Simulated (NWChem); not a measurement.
Program: NWChem. System: F₂Si, charge 0, spin multiplicity 1, displaced from the optimised geometry. The structure started from a generated list of species.

Input file:

```
start mol
memory heap 200 mb stack 900 mb global 1100 mb
geometry units angstroms nocenter noautoz noautosym
  Si     0.000000     0.000000     0.588083
  F     -1.246491     0.000000    -0.457398
  F      3.116227     0.000000    -2.025620
end
basis spherical
  * library cc-pvdz
end
dft
  xc xpbe96 cpbe96
  semidirect memsize 60000000 filesize 0
  iterations 100
end
task dft energy
```

The output up to the point where the run's verdict is printed (cleaned and shortened):

```
             Northwest Computational Chemistry Package (NWChem) 7.3.0
             --------------------------------------------------------

                                NWChem Input Module
                                -------------------

 Scaling coordinates for geometry "geometry" by  1.889725989
 (inverse scale =  0.529177249)

                             Geometry "geometry" -> ""
                             -------------------------

 Output coordinates in angstroms (scale by  1.889725989 to convert to a.u.)

  No.       Tag          Charge          X              Y              Z
 ---- ---------------- ---------- -------------- -------------- --------------
    1 Si                  14.0000     0.00000000     0.00000000     0.58808300
    2 F                    9.0000    -1.24649100     0.00000000    -0.45739800
    3 F                    9.0000     3.11622700     0.00000000    -2.02562000

 Effective nuclear repulsion energy (a.u.)      66.6232339445

            Nuclear Dipole moment (a.u.)
            ----------------------------
        X                 Y               Z
 ---------------- ---------------- ----------------
    31.7995983989     0.0000000000   -26.6715926028


 Summary of "ao basis" -> "" (spherical)
 ------------------------------------------------------------------------------
       Tag                 Description            Shells   Functions and Types
 ---------------- ------------------------------  ------  ---------------------
 *                          cc-pvdz                   on all atoms

  pbe96 is a nonlocal functional; adding pw91lda local functional.

                                 NWChem DFT Module
                                 -----------------

 Summary of "ao basis" -> "ao basis" (spherical)
 ------------------------------------------------------------------------------
       Tag                 Description            Shells   Functions and Types
 ---------------- ------------------------------  ------  ---------------------
 Si                         cc-pvdz                  8       18   4s3p1d
 F                          cc-pvdz                  6       14   3s2p1d
[...]
 d= 0,ls=0.5,diis    52   -443.1509322134  9.29D-02  9.88D-04  8.90D+01     6.2
 d= 0,ls=0.5,diis    53   -443.1696223271 -1.87D-02  3.68D-01  8.89D+01     6.3
 d= 0,ls=0.5,diis    54   -411.3555962970  3.18D+01  3.60D-01  7.04D+00     6.4
 d= 0,ls=0.5,diis    55   -444.0118984498 -3.27D+01  1.61D-03  8.22D+01     6.5
 d= 0,ls=0.5,diis    56   -443.9314498837  8.04D-02  1.13D-02  8.25D+01     6.6
 d= 0,ls=0.5,diis    57   -443.4334067779  4.98D-01  5.67D-03  8.61D+01     6.7
 d= 0,ls=0.5,diis    58   -443.2421361940  1.91D-01  2.97D-03  8.76D+01     6.8
 d= 0,ls=0.5,diis    59   -443.1732045190  6.89D-02  2.39D-03  8.82D+01     6.9
 d= 0,ls=0.5,diis    60   -443.1249451943  4.83D-02  1.28D-03  8.86D+01     7.0
 d= 0,ls=0.5,diis    61   -443.1454936017 -2.05D-02  1.12D-03  8.85D+01     7.1
 d= 0,ls=0.5,diis    62   -443.1671817634 -2.17D-02  1.22D-03  8.85D+01     7.2
 d= 0,ls=0.5,diis    63   -443.1219935845  4.52D-02  6.49D-04  8.88D+01     7.4
 d= 0,ls=0.5,diis    64   -443.1080912849  1.39D-02  3.68D-01  8.89D+01     7.5
 d= 0,ls=0.5,diis    65   -411.3614131005  3.17D+01  3.56D-01  6.97D+00     7.6
 d= 0,ls=0.5,diis    66   -444.4296312424 -3.31D+01  7.55D-04  8.03D+01     7.7
 d= 0,ls=0.5,diis    67   -444.4016120341  2.80D-02  2.19D-02  8.05D+01     7.8
 d= 0,ls=0.5,diis    68   -443.3716683378  1.03D+00  1.13D-02  8.66D+01     7.9
 d= 0,ls=0.5,diis    69   -442.9068586106  4.65D-01  5.31D-03  8.93D+01     8.0
 d= 0,ls=0.5,diis    70   -442.7783121353  1.29D-01  3.92D-03  9.00D+01     8.1
 d= 0,ls=0.5,diis    71   -442.6379425182  1.40D-01  2.04D-03  9.09D+01     8.2
 d= 0,ls=0.5,diis    72   -442.6049343174  3.30D-02  2.27D-03  9.12D+01     8.3
 d= 0,ls=0.5,diis    73   -442.5217906312  8.31D-02  2.57D-03  9.17D+01     8.4
 d= 0,ls=0.5,diis    74   -442.6486236405 -1.27D-01  1.03D-03  9.08D+01     8.5
 d= 0,ls=0.5,diis    75   -442.6727692132 -2.41D-02  3.71D-01  9.07D+01     8.6
 d= 0,ls=0.5,diis    76   -411.3507912356  3.13D+01  3.53D-01  7.06D+00     8.7
 d= 0,ls=0.5,diis    77   -444.9047950837 -3.36D+01  8.62D-03  7.82D+01     8.8
 d= 0,ls=0.5,diis    78   -444.4830590053  4.22D-01  1.19D-02  8.02D+01     8.9
 d= 0,ls=0.5,diis    79   -443.9433906198  5.40D-01  3.90D-03  8.32D+01     9.0
 d= 0,ls=0.5,diis    80   -444.0915052913 -1.48D-01  7.48D-03  8.27D+01     9.0
 d= 0,ls=0.5,diis    81   -443.7177027490  3.74D-01  5.43D-03  8.50D+01     9.1
 d= 0,ls=0.5,diis    82   -443.4795351692  2.38D-01  2.07D-03  8.63D+01     9.2
 d= 0,ls=0.5,diis    83   -443.5472562399 -6.77D-02  2.58D-03  8.57D+01     9.3
 d= 0,ls=0.5,diis    84   -443.6634401033 -1.16D-01  3.63D-04  8.49D+01     9.5
 d= 0,ls=0.5,diis    85   -443.6511223385  1.23D-02  1.07D-03  8.50D+01     9.6
 d= 0,ls=0.5,diis    86   -443.5996650584  5.15D-02  3.63D-01  8.54D+01     9.7
 d= 0,ls=0.5,diis    87   -411.3436459978  3.23D+01  3.51D-01  7.25D+00     9.8
 d= 0,ls=0.5,diis    88   -445.0201821016 -3.37D+01  3.50D-03  7.74D+01     9.9
 d= 0,ls=0.5,diis    89   -445.1679150305 -1.48D-01  1.12D-02  7.68D+01    10.1
 d= 0,ls=0.5,diis    90   -444.6210903257  5.47D-01  1.63D-02  7.91D+01    10.2
 d= 0,ls=0.5,diis    91   -443.9701291403  6.51D-01  8.91D-03  8.30D+01    10.3
 d= 0,ls=0.5,diis    92   -443.6399752772  3.30D-01  7.00D-03  8.51D+01    10.4
 d= 0,ls=0.5,diis    93   -443.3903824846  2.50D-01  3.75D-03  8.66D+01    10.4
 d= 0,ls=0.5,diis    94   -443.2993216305  9.11D-02  2.75D-03  8.72D+01    10.5
 d= 0,ls=0.5,diis    95   -443.3193159478 -2.00D-02  2.65D-03  8.72D+01    10.6
 d= 0,ls=0.5,diis    96   -443.2179329549  1.01D-01  1.39D-03  8.78D+01    10.7
 d= 0,ls=0.5,diis    97   -443.2114658483  6.47D-03  3.67D-01  8.79D+01    10.8
 d= 0,ls=0.5,diis    98   -411.3504986152  3.19D+01  3.56D-01  7.16D+00    10.9
 d= 0,ls=0.5,diis    99   -444.2756669035 -3.29D+01  1.08D-03  8.01D+01    11.0
 d= 0,ls=0.5,diis   100   -444.3124413946 -3.68D-02  1.75D-02  8.01D+01    11.1
```

Convergence was not reached. The next line reads: Calculation failed to converge. NWChem stopped with the message: dft energy failed.
